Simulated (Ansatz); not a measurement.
```xyz
4

C     0.0000    0.0000    0.0000
H     0.9300    0.0000   -0.5600
H    -0.9300    0.0000   -0.5600
N     0.0000    0.0000    1.2450
```

Basis set: pcseg-2 (spherical functions). Charge 0, multiplicity 2.

Computed with Ansatz (development build ahead of 0.2.0); each method stands on the lowest determinant of its kind that the runs found.

The atomization energy at this shape (free ground-state atoms in the same class of orbitals less the molecule, no zero-point energy) of doublet CH₂N:

```csv
method,atomization energy
PBE (unrestricted),1502.5 kJ/mol
```

Task: What does UHF give?

Result: 988.0 kJ/mol. Caution for UHF: the unrestricted determinant is spin contaminated.

The shape needn't be a minimum at these levels.
